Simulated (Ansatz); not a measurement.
A set of 12 reactions (hydrogenolysis), with CCSD(T)/CBS values in kJ/mol:

```csv
reaction,ΔE
`C=C[Te][GeH3]` + H₂ → `[GeH3][TeH]` + `C=C`,-48.6
`[CH3][GeH]1[CH2][NH]1` + H₂ → `[CH2]1[NH][GeH2]1` + CH₄,-31.0
`[OH][SbH][SiH2][SeH]` + H₂ → `[SiH3][SeH]` + `[OH][SbH2]`,23.8
`CB[SiH](C)N` + H₂ → `CB[SiH2]N` + CH₄,-24.3
`O[CH](Cl)[GeH2][SH]` + H₂ → `O[CH](Cl)[GeH3]` + H₂S,32.8
`O[CH](F)[SnH3]` + H₂ → `F[CH2][SnH3]` + H₂O,-77.3
`CC1(N)CO1` + H₂ → `CC1CO1` + NH₃,-55.5
`[SiH3][SiH](S)Br` + H₂ → `[SiH3][SiH2]Br` + H₂S,43.1
`C#CC(C)(N)N` + H₂ → `C#CC(C)N` + NH₃,-73.5
`FC1=C(F)[C@@H](F)[C@@H]1F` + H₂ → `FC1=C(F)C(F)C1` + H–F,-103.4
`[SiH3][Se][GaH2]` + H₂ → `[GaH2][SeH]` + SiH₄,45.3
`[OH][SnH]([F])[O][SiH3]` + H₂ → `[OH][SnH2][F]` + `O[SiH3]`,34.5
```

Program: Ansatz. Geometries: PBE0-D4/def2-TZVP. ΔE: electronic, gas phase. CBS: MP2 limit from def2 TZ/QZ plus the TZ coupled-cluster correction, frozen cores. This one scheme is used for every species. Functionals use def2-TZVPP. B3LYP here is the variant with VWN-RPA as its local correlation; programs differ in this. HSE06 is defined as in plane-wave codes. def2 core potentials past Kr. For Br, Ga, Ge, Sb, Se, Sn, Te outer-core shells are correlated without core-valence functions, which leaves a few kJ/mol of doubt a bond. Scalar relativity is left out up to krypton. Each species was taken in one conformer, which may not be the lowest.

Give the mean, mean absolute and largest difference (level minus CCSD(T)/CBS, kJ/mol) for: PBE-D4, revPBE-D4, r2SCAN-D4, HSE06-D4, BHLYP-D4, PBE-QIDH, revPBE, B3LYP, HSE06, CAM-B3LYP, RPA@PBE/def2-TZVPP, HF/def2-SVP, MP2/def2-SVP, HF/CBS(def2). (Best estimate.)

Ansatz gave: 
```json
{"level": "PBE-D4", "mean": "4.3", "mean absolute": "6.8", "largest": "17.3"}
{"level": "revPBE-D4", "mean": "8.3", "mean absolute": "9.8", "largest": "19.6"}
{"level": "r2SCAN-D4", "mean": "3.2", "mean absolute": "5.2", "largest": "17.6"}
{"level": "HSE06-D4", "mean": "-0.5", "mean absolute": "4.6", "largest": "-15.8"}
{"level": "BHLYP-D4", "mean": "-4.8", "mean absolute": "6.6", "largest": "-12.4"}
{"level": "PBE-QIDH", "mean": "-2.8", "mean absolute": "3.4", "largest": "-12.5"}
{"level": "revPBE", "mean": "-5.3", "mean absolute": "9.3", "largest": "-20.8"}
{"level": "B3LYP", "mean": "-10.8", "mean absolute": "13.6", "largest": "-19.9"}
{"level": "HSE06", "mean": "-5.9", "mean absolute": "8.0", "largest": "-22.1"}
{"level": "CAM-B3LYP", "mean": "-10.8", "mean absolute": "14.0", "largest": "-23.7"}
{"level": "RPA@PBE/def2-TZVPP", "mean": "-3.3", "mean absolute": "7.3", "largest": "-17.1"}
{"level": "HF/def2-SVP", "mean": "-24.3", "mean absolute": "26.0", "largest": "-49.2"}
{"level": "MP2/def2-SVP", "mean": "-0.1", "mean absolute": "10.3", "largest": "19.4"}
{"level": "HF/CBS(def2)", "mean": "-23.1", "mean absolute": "24.0", "largest": "-51.1"}
```

The largest T1 diagnostic in the set is 0.014, for `[OH][SbH2]` (customary mark 0.02).

CCSD(T)/CBS is a level of theory with its own doubt, and the functionals carry their triple-zeta basis error, so these figures describe this set and don't rank the functionals.
